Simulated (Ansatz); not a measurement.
A nudged elastic band was laid between two geometries of AlCl$_{2}$H$_{5}$O$_{2}$Si (11 atoms, charge 0, multiplicity 1).

Level of theory: RKS PBE0-D4/def2-SVP in Ansatz.

```yaml
movable_images: 5
climbing_image: yes
spring: 5.0 eV/Å²
optimiser: quadratic models (default)
start_path: through a guess of the saddle point
force_threshold: 0.03 eV/Å
iteration_limit: 60
end_points: relaxed
```

Initial state:

```xyz
11
Properties=species:S:1:pos:R:3
Al -0.063 0.205 0.361
O -0.752 -0.649 1.685
H -1.386 -1.364 1.615
Cl 1.887 -0.322 -0.316
Cl -1.340 0.951 -1.148
O 0.404 1.632 1.559
Si 1.908 2.489 1.653
H 2.945 1.606 2.240
H 2.193 2.909 0.264
H 1.634 3.647 2.545
H -0.019 1.326 2.381
```

Final state:

```xyz
11
Properties=species:S:1:pos:R:3
Al 0.314 0.250 0.300
O -0.763 -0.498 1.753
H -1.707 -0.489 1.533
Cl 1.631 -1.259 -0.342
Cl -1.300 0.732 -0.992
O 0.934 1.501 1.293
Si 1.988 2.730 1.612
H 3.335 2.194 1.978
H 2.135 3.638 0.434
H 1.470 3.526 2.768
H -0.628 0.105 2.503
```

**Question.** Which bonds break or form, and what moves?

**Answer.** Bonds broken: O6–H11. Bonds formed: O2–H11.

**Question.** What energy profile does the band end with?

**Answer.** The run converged. The highest image is number 3 of 0 to 6, 0.258 eV above the first end and 0.486 eV above the last; the last end lies 0.228 eV below the first. A vibrational analysis at the climbing image gives one clearly imaginary mode, 947i cm⁻¹: a first-order saddle point. The orbitals stay closed-shell, which can raise the energy where a bond breaks towards radicals; this wasn't checked here.

```
image  path coordinate (Å)  energy (eV)  O6–H11 (Å)  O2–H11 (Å)
    0                 0.00        0.000        0.97        2.22
    1                 0.52        0.021        0.98        2.00
    2                 1.04        0.081        1.00        1.76
    3                 1.56        0.258        1.18        1.27
    4                 2.20       -0.142        1.85        0.99
    5                 2.83       -0.221        2.29        0.97
    6                 3.47       -0.228        2.42        0.97
```

**Question.** What is the geometry of the highest image?

**Answer.** 
```xyz
11
Properties=species:S:1:pos:R:3:forces:R:3
Al 0.038 0.285 0.118 0.00 0.00 0.00
O -0.580 -0.412 1.688 0.00 0.00 0.00
H -1.498 -0.615 1.894 0.00 0.00 0.00
Cl 1.708 -0.674 -0.723 0.00 0.00 0.00
Cl -1.491 0.955 -1.160 0.00 0.00 0.00
O 0.574 1.507 1.402 0.00 0.00 0.00
Si 1.901 2.466 1.818 0.00 0.00 0.00
H 3.027 1.608 2.280 0.00 0.00 0.00
H 2.289 3.236 0.606 0.00 0.00 0.00
H 1.476 3.381 2.914 0.00 0.00 0.00
H -0.035 0.694 2.003 0.00 0.00 0.00
```

**Question.** What are the harmonic wavenumbers there?

**Answer.** 947i, 34, 62, 85, 142, 153, 191, 239, 379, 402, 547, 572, 599, 703, 726, 745, 771, 941, 954, 975, 1020, 1255, 1953, 2262, 2267, 2277, 3936 cm⁻¹.

Run time: 4.3 min on 4 threads of Arm Neoverse V2, with other jobs on the host, peak memory 0.36 GiB.
